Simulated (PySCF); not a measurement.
Compound: C₇H₁₃OS (charge +1).
SMILES with atom numbers: `[CH3:1][S@:2](=[O:3])[CH2:4][C+:5]1[CH2:6][CH2:7][CH2:8][CH2:9]1`

NICS = −σ at a ghost point: NICS(0) at the centroid of the ring atoms, NICS(1) 1 Å to either side along the normal of their mean plane, zz for the tensor component along that normal. Level: GIAO PBE0/pcSseg-1 (PySCF, non-relativistic, gas phase) on the GFN2-xTB geometry, one conformer.

Ring bond lengths (Å), with Mayer bond orders in brackets: C5–C6 1.472 (1.07), C6–C7 1.535 (1.01), C7–C8 1.532 (1.03), C8–C9 1.525 (1.02), C9–C5 1.439 (1.16).

Q: What do the NICS probes read (ppm)?

A: 
```json
{"ring": "C5–C6–C7–C8–C9", "type": "5-membered carbocycle; formal bonds all single", "NICS(0)": "-1.1", "NICS(1), two faces": "-2.2 / -6.2", "NICS(1)zz, two faces": "-2.0 / -4.1", "rms pucker (Å)": "0.15", "centre to ring atoms, mean (Å)": "1.26"}
```

Q: What can be read from them?

A: 
- C5–C6–C7–C8–C9: mean NICS(1)zz -3.0 ppm, shielded. C6, C7, C8, C9 have four or more neighbours, so the value isn't read as a sign of a π ring current.

Q: At the first NICS(1) probe listed for ring C5–C6–C7–C8–C9, 1 Å off the ring, what do the in-plane components average?

A: The isotropic value is a third of the trace: (3 × -2.2 − (-2.0))/2 = -2.3 ppm.

Q: Give the inner angles of the rings and the Hirshfeld charges of the ring atoms.

A: 
- C5–C6–C7–C8–C9: C5 110.6° (+0.150 e), C6 104.8° (-0.045 e), C7 103.7° (-0.049 e), C8 103.0° (-0.050 e), C9 106.8° (-0.048 e); sum 528.9° against 540° for a flat convex ring.

Q: What are the shieldings of the ring atoms and their hydrogens in the same run (means over atoms taken as equivalent)?

A: 
```
       atoms                environment  σ isotropic (ppm)  principal values of the symmetric part, first atom (ppm)
          C5  formal carbocation centre              -86.2                                     -226.4, -170.1, 138.0
     C6 (×2)            ring CH2 carbon              117.5                                       104.5, 126.4, 158.4
     C7 (×2)            ring CH2 carbon              156.4                                       124.6, 170.5, 178.4
H on C6 (×2)         methylene hydrogen              28.32                                          22.7, 27.2, 34.4
H on C6 (×2)         methylene hydrogen              28.14                                          24.2, 28.6, 32.8
H on C7 (×2)         methylene hydrogen              28.84                                          24.0, 26.3, 36.7
H on C7 (×2)         methylene hydrogen              29.48                                          26.5, 27.3, 36.2
```
